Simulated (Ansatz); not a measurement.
Input file for Ansatz (a first-principles code): R-PBE/def2-TZVPP on Cl3FTi (SMILES [F][Ti]([Cl])([Cl])[Cl]).

Ansatz 0.2 input:
```yaml
crystal:
  periodic: [false, false, false]
  atoms:
    - {symbol: F, position_ang: [0.03328509, -0.02209701, 1.82829876]}
    - {symbol: Ti, position_ang: [0.00157310, -0.00110348, 0.08402077]}
    - {symbol: Cl, position_ang: [-1.12736440, -1.72024484, -0.63827259]}
    - {symbol: Cl, position_ang: [2.04242553, -0.09433689, -0.67616236]}
    - {symbol: Cl, position_ang: [-0.94981932, 1.83778222, -0.59788457]}
basis:
  gaussian:
    orbitals: def2-TZVPP
hamiltonian:
  xc: {name: PBE}
scf: {lower_state_search: off}
```

Task: Predict the final total energy.

Result: -2329.4278 hartree.
